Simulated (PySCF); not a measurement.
# Vertical excitation energies

Species: C2H5ClGeO.
Bonds: C1–C2, C2–O3 (double), C2–Ge4, Ge4–Cl5. Hydrogens: H6, H7, H8 on C1; H9, H10 on Ge4.

Level of theory: PySCF 2.14.0, density-fitted response routines, TDDFT wB97X-D/def2-SVPD, vertical, gas phase, core orbitals frozen in the response. Geometry: PBE0-D3(BJ)/def2-SVP, one conformer, isolated molecule. Relativistic effects, spin–orbit coupling among them, are left out although an element past zinc is present. Torsions of this conformer, `[CH3:1][C:2](=[O:3])[GeH2:4][Cl:5]`: C1–C2–Ge4–Cl5 2°.

**Question.** Predict the UV-vis stick spectrum at this level.

**Answer.** 

```json
{"state": "S1", "E (eV)": "3.71", "ν̃ (cm⁻¹)": "29890", "f": "0.0012", "main configurations (H = HOMO, L = LUMO)": "H→L (95%)"}
{"state": "S2", "E (eV)": "6.09", "ν̃ (cm⁻¹)": "49150", "f": "0.018", "main configurations (H = HOMO, L = LUMO)": "H→L+1 (88%)"}
{"state": "S3", "E (eV)": "6.78", "ν̃ (cm⁻¹)": "54720", "f": "0.036", "main configurations (H = HOMO, L = LUMO)": "H→L+2 (88%)"}
{"state": "S4", "E (eV)": "7.16", "ν̃ (cm⁻¹)": "57740", "f": "0.0089", "main configurations (H = HOMO, L = LUMO)": "H-1→L (74%), H→L+3 (12%)"}
{"state": "S5", "E (eV)": "7.24", "ν̃ (cm⁻¹)": "58370", "f": "0.018", "main configurations (H = HOMO, L = LUMO)": "H-1→L+1 (83%)"}
{"state": "S6", "E (eV)": "7.46", "ν̃ (cm⁻¹)": "60150", "f": "0.154", "main configurations (H = HOMO, L = LUMO)": "H→L+3 (36%), H-2→L (28%), H-1→L (11%)"}
{"state": "S7", "E (eV)": "7.47", "ν̃ (cm⁻¹)": "60270", "f": "0.108", "main configurations (H = HOMO, L = LUMO)": "H-2→L (40%), H→L+3 (26%), H-6→L (9%)"}
{"state": "S8", "E (eV)": "7.76", "ν̃ (cm⁻¹)": "62560", "f": "0.019", "main configurations (H = HOMO, L = LUMO)": "H-2→L+1 (73%), H→L+4 (8%)"}
{"state": "S9", "E (eV)": "8.02", "ν̃ (cm⁻¹)": "64690", "f": "0.025", "main configurations (H = HOMO, L = LUMO)": "H→L+4 (41%), H-6→L (22%), H-4→L (12%)"}
{"state": "S10", "E (eV)": "8.02", "ν̃ (cm⁻¹)": "64720", "f": "0.022", "main configurations (H = HOMO, L = LUMO)": "H→L+4 (36%), H-6→L (22%), H-4→L (11%)"}
```

Triplets, Tamm–Dancoff:

| state | E (eV) | λ (nm) | main configurations (H = HOMO, L = LUMO) |
| --- | --- | --- | --- |
| T1 | 3.13 | 396.1 | H→L (95%) |
| T2 | 5.73 | 216.5 | H→L+1 (90%) |
| T3 | 5.95 | 208.2 | H-3→L (40%), H-5→L (33%), H-8→L (11%) |
| T4 | 6.56 | 188.9 | H→L+2 (52%), H→L+3 (27%), H→L+5 (9%) |

The lowest singlet lies at 3.71 eV (335 nm, ultraviolet) and is very weak; its leading configuration is HOMO→LUMO (95%). The strongest level in the table is S6 at 7.46 eV (166 nm, f = 0.154). S9/S10 lie within about 0.01 eV of each other. Löwdin shares by element: HOMO oxygen 45%, carbon 27%, germanium 13% (atoms not listed hold the other 15%); LUMO carbon 46%, oxygen 31%, germanium 12%. The oscillator strengths of these states sum to 0.411; summed over the whole spectrum of an exact calculation they would give the number of electrons, 74 (Thomas–Reiche–Kuhn). The listed states span 4.32 eV, and the widest gap between neighbours is 2.39 eV (S1 to S2). Weighted by f, the mean energy of these states is 7.39 eV. No computed singlet lies in the visible range (380 to 750 nm); the lowest, at 335 nm, stands 0.44 eV above its violet end (3.26 eV); a Tamm–Dancoff triplet lies at 396 nm, without intensity as long as spin–orbit coupling is left out. The vertical ionisation energy (ΔSCF) is 9.42 eV, 1.39 eV above S10. Orbitals of the list HOMO-3 to LUMO+2 that lie within 0.01 eV of each other are written together with a slash and their weights summed (≥ marks a lower bound); for degenerate orbitals outside that list single weights are arbitrary. Singlets were solved by full linear response, triplets in the Tamm–Dancoff approximation.
